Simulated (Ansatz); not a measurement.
Basis-set extrapolation for AlBF₂H₂S, SMILES `B[S][Al]([F])[F]` (PBE0-D4/def2-TZVP geometry, frozen core, Ansatz 0.2.0). Multiplicity 1, RHF reference.

```json
{"": "HF", "def2-TZVPP": "-864.510841", "def2-QZVPP": "-864.540732"}
{"": "MP2 correlation", "def2-TZVPP": "-0.853296", "def2-QZVPP": "-0.930989"}
{"": "CCSD(T) correlation", "def2-TZVPP": "-0.910874", "def2-QZVPP": "not run"}
```

Energies in hartree. Use E(X) = E(∞) + A·exp(−7.88·√X) for Hartree–Fock and E(X) = E(∞) + B·X^(−2.97) for correlation, with X = 3 and 4, and add CCSD(T) minus MP2 of the smaller set to the MP2 limit.

Question: What is the CCSD(T) energy at the basis-set limit?

Answer: HF limit: -864.540732 + (-0.029891) × 0.13774 = -864.54485. MP2 limit: -0.930989 + (-0.077693) × 0.74074 = -0.98854. Higher-order term: -0.910874 − (-0.853296) = -0.05758. Total: -865.59097 hartree, 444.4 kJ/mol below CCSD(T)/def2-TZVPP.
